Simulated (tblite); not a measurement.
Species: C₂H₁₂As₂OSi₂.
Atom-mapped SMILES: `[SiH3:1][O:2][SiH2:3][C@@H:4]([AsH2:5])[CH2:6][AsH2:7]` (hydrogens: H8, H9, H10 on Si1; H11, H12 on Si3; H13 on C4; H14, H15 on As5; H16, H17 on C6; H18, H19 on As7)

Computed with GFN2-xTB (tblite), gas phase: L-BFGS steps from a force-field or distance-geometry start until the largest atomic force falls under 0.01 eV/Å.

Step 41: E = -618.9750 eV
```
atom  x, y, z in Å  |  force x, y, z in eV/Å
Si1     2.5249   -1.0945    1.3035    0.045   0.012  -0.017
O2      0.9421   -0.7537    1.4225    0.004  -0.049  -0.030
Si3    -0.1987    0.3793    1.6220    0.023   0.019  -0.070
C4     -0.7093    1.1595   -0.0403   -0.015   0.036  -0.020
As5     0.8846    1.6443   -1.1261    0.027   0.011   0.001
C6     -1.7340    0.3361   -0.8126    0.002  -0.010   0.026
As7    -1.2025   -1.5712   -1.0353   -0.015  -0.007   0.020
H8      3.2358   -0.2871    2.3004   -0.011  -0.030  -0.017
H9      2.5998   -2.5274    1.5819   -0.037   0.034   0.000
H10     2.9583   -0.7402   -0.0546   -0.009   0.002   0.009
H11    -1.3059   -0.3493    2.2456   -0.025  -0.016   0.005
H12     0.3634    1.4326    2.4716   -0.008   0.066   0.045
H13    -1.1639    2.1308    0.2107   -0.017   0.021   0.029
H14     0.0516    2.2664   -2.2459    0.018  -0.078   0.009
H15     0.9090    0.3468   -1.8969    0.019   0.009   0.012
H16    -2.6811    0.3437   -0.2576   -0.014  -0.044   0.022
H17    -1.9298    0.7837   -1.7964   -0.017  -0.004   0.032
H18    -0.9458   -1.4731   -2.5191    0.038  -0.004  -0.049
H19    -2.6083   -2.0173   -1.3809   -0.008   0.031  -0.009
```

Step 42: E = -618.9762 eV
```
atom  x, y, z in Å  |  force x, y, z in eV/Å
Si1     2.5259   -1.0960    1.3026    0.057   0.017  -0.006
O2      0.9445   -0.7540    1.4242   -0.018  -0.044  -0.035
Si3    -0.1960    0.3790    1.6193    0.001   0.047  -0.024
C4     -0.7108    1.1612   -0.0399   -0.004   0.031  -0.033
As5     0.8830    1.6451   -1.1248    0.017   0.011  -0.029
C6     -1.7361    0.3392   -0.8105    0.002  -0.069   0.005
As7    -1.2032   -1.5676   -1.0353    0.012  -0.018   0.044
H8      3.2364   -0.2898    2.3000   -0.003  -0.025  -0.012
H9      2.5986   -2.5279    1.5811   -0.033   0.015   0.001
H10     2.9571   -0.7407   -0.0547    0.000   0.005  -0.008
H11    -1.3049   -0.3497    2.2406   -0.018  -0.015   0.006
H12     0.3619    1.4358    2.4706   -0.013   0.040   0.027
H13    -1.1666    2.1310    0.2110   -0.014   0.048   0.045
H14     0.0500    2.2588   -2.2513    0.028  -0.080   0.023
H15     0.9124    0.3435   -1.8905    0.020   0.018   0.021
H16    -2.6824    0.3420   -0.2551   -0.022  -0.026   0.030
H17    -1.9332    0.7836   -1.7950   -0.023   0.017   0.027
H18    -0.9404   -1.4664   -2.5169    0.031  -0.007  -0.061
H19    -2.6061   -2.0177   -1.3828   -0.020   0.035  -0.019
```

Q: Estimate the geometry and energy of step 43. (The exact step hangs on the optimiser's Hessian estimate; all steps are aligned on step 42, rigid shifts and turns removed.)

A: E = -618.9775 eV, largest force 0.105 eV/Å
```
atom  x, y, z in Å  |  force x, y, z in eV/Å
Si1     2.5281   -1.0977    1.3016    0.039   0.018   0.003
O2      0.9471   -0.7551    1.4259   -0.038  -0.021  -0.038
Si3    -0.1926    0.3795    1.6158   -0.021   0.059   0.033
C4     -0.7130    1.1640   -0.0399    0.005   0.021  -0.034
As5     0.8808    1.6465   -1.1241    0.009   0.011  -0.049
C6     -1.7386    0.3417   -0.8080   -0.002  -0.104  -0.012
As7    -1.2036   -1.5634   -1.0346    0.039  -0.033   0.043
H8      3.2377   -0.2936    2.2995    0.013  -0.012   0.000
H9      2.5967   -2.5285    1.5801   -0.025  -0.009   0.002
H10     2.9558   -0.7415   -0.0549    0.013   0.010  -0.031
H11    -1.3040   -0.3508    2.2345    0.002  -0.004   0.001
H12     0.3598    1.4406    2.4697   -0.020   0.003   0.001
H13    -1.1701    2.1322    0.2123   -0.007   0.062   0.052
H14     0.0480    2.2475   -2.2581    0.032  -0.074   0.026
H15     0.9169    0.3399   -1.8818    0.021   0.022   0.028
H16    -2.6843    0.3397   -0.2515   -0.022  -0.008   0.033
H17    -1.9376    0.7836   -1.7928   -0.031   0.031   0.023
H18    -0.9332   -1.4579   -2.5152    0.021  -0.013  -0.053
H19    -2.6037   -2.0175   -1.3858   -0.028   0.040  -0.030
```

The energy changes by -0.0014 eV. The first-order estimate −F·Δx gives -0.0018 eV and the mean of the old and new forces, exact on a quadratic surface, -0.0013 eV. The step makes an angle of 72° with the force vector and moves no atom by more than 0.013 Å.

The cost below is that of the whole relaxation. Time: 2.8 s wall. Hardware: an Arm Neoverse N1 with one thread (shared host).
